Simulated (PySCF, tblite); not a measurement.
Isomers of C3H7FSi, one GFN2-xTB conformer each. Single-point energies are computed at PBE0/pcSseg-1 (PySCF, gas phase, no added dispersion term), electronic only.

Question: Rank them by PBE0/pcSseg-1 energy, lowest first (kJ/mol).
A. `C/C([SiH3])=C\F`
B. `F[C@@H]1C[C@@H]1[SiH3]`
C. `[F:1][CH:2]1[CH2:3][SiH2:4][CH2:5]1` with F1–C2–C3–Si4 -134°, C2–C3–Si4–C5 11°, C3–Si4–C5–C2 -11°, F1–C2–C5–Si4 134°

Answer: C (0.0), A (22.7), B (53.8).

As drawn, the lowest has a four-membered ring, which the highest lacks; the highest has a three-membered ring, which the lowest lacks. GFN2-xTB itself gives, in the same order: 0.0, 14.2, 10.7. Both levels put the same isomer lowest; measured from each level's own lowest isomer, the values differ by up to 43.1 kJ/mol (F[C@@H]1C[C@@H]1[SiH3]: 10.7 against 53.8).

Which frontier levels, dipoles and rotational constants go with these structures?

| SMILES | HOMO (eV, PBE0/pcSseg-1) | LUMO (eV) | dipole (D) | A, B, C (MHz) |
| --- | --- | --- | --- | --- |
| FC1C[SiH2]C1 | -8.33 | 0.30 | 1.78 | 8668, 2800, 2350 |
| C/C([SiH3])=C\F | -7.42 | 0.14 | 0.99 | 7287, 2245, 1770 |
| F[C@@H]1C[C@@H]1[SiH3] | -8.13 | 0.94 | 1.79 | 6407, 2905, 2314 |

What happens when harmonic zero-point energies from GFN2-xTB frequencies are added?

| SMILES | ZPE (kJ/mol) | electronic (kJ/mol) | with ZPE (kJ/mol) |
| --- | --- | --- | --- |
| FC1C[SiH2]C1 | 234.6 | 0.0 | 0.0 |
| C/C([SiH3])=C\F | 222.9 | 22.7 | 10.9 |
| F[C@@H]1C[C@@H]1[SiH3] | 226.2 | 53.8 | 45.4 |

The zero-point energies span 11.7 kJ/mol. The order is unchanged.
